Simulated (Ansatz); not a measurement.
Consider the redistribution: `B[SiH2]C(O)F` + `B/C=N/C` → `BC=NB` + `C[SiH2]C(O)F`.

Calculated with Ansatz (gas phase, PBE0-D4/def2-TZVP geometries, no zero-point term in ΔE). CCSD(T)/CBS adds triple-zeta CCSD(T) − MP2 to the extrapolated MP2 energy (def2 sets, frozen cores). One conformer a species, not always the lowest.

`B[SiH2]C(O)F`:

```xyz
11

B    -0.549   -1.480   -1.261
Si    0.479    0.187   -0.817
C     0.030    0.873    0.914
O     0.287   -0.109    1.849
F    -1.331    1.195    0.926
H    -0.216   -2.162   -2.186
H    -1.519   -1.803   -0.647
H     1.955   -0.007   -0.860
H     0.126    1.240   -1.814
H     0.545    1.811    1.161
H     0.192    0.255    2.735
```

`B/C=N/C`:

Cartesian coordinates in Å:
```
B -1.199 -1.347 1.039
C -0.045 -0.544 0.376
N -0.319 0.499 -0.307
C 0.762 1.223 -0.911
H -0.964 -2.329 1.681
H -2.320 -0.968 0.897
H 1.009 -0.855 0.481
H 0.734 2.256 -0.551
H 0.589 1.273 -1.990
H 1.753 0.792 -0.715
```

`BC=NB`:

Cartesian coordinates in Å:
```
B -1.031 -1.433 0.238
C 0.342 -0.704 0.384
N 0.506 0.474 -0.026
B 0.649 1.731 -0.474
H -1.158 -2.557 0.623
H -1.939 -0.846 -0.263
H 1.204 -1.200 0.848
H 1.006 1.898 -1.605
H 0.421 2.636 0.275
```

`C[SiH2]C(O)F`:

Cartesian coordinates in Å:
```
C -0.954 -1.222 -0.805
Si -0.431 -0.373 0.768
C 0.690 1.118 0.342
O 1.759 0.672 -0.407
F -0.058 2.037 -0.406
H -0.078 -1.571 -1.354
H -1.596 -2.080 -0.594
H -1.505 -0.528 -1.443
H 0.346 -1.276 1.660
H -1.593 0.161 1.528
H 1.021 1.678 1.227
H 2.397 1.385 -0.516
```

```tsv
species	HF/def2-QZVPP energy (Eh)
`B[SiH2]C(O)F`	-529.36395
`B/C=N/C`	-158.37867
`BC=NB`	-144.62590
`C[SiH2]C(O)F`	-543.18511
```

Q: Work out ΔE.

A: ΔE = (-144.62590) + (-543.18511) − (-529.36395) − (-158.37867) = -0.06839 Eh = -179.6 kJ/mol. CCSD(T)/CBS gives -198.8 kJ/mol.

Largest T1 diagnostic among the species: 0.017.

In def2-TZVPP, CCSD(T) changes the Hartree–Fock value by −16.8 kJ/mol (the triples alone add −3.1 kJ/mol) and MP2 by −25.1 kJ/mol. From PBE to PBE0 (25 % exact exchange), in def2-TZVPP and without D4, ΔE moves by +7.9 kJ/mol.
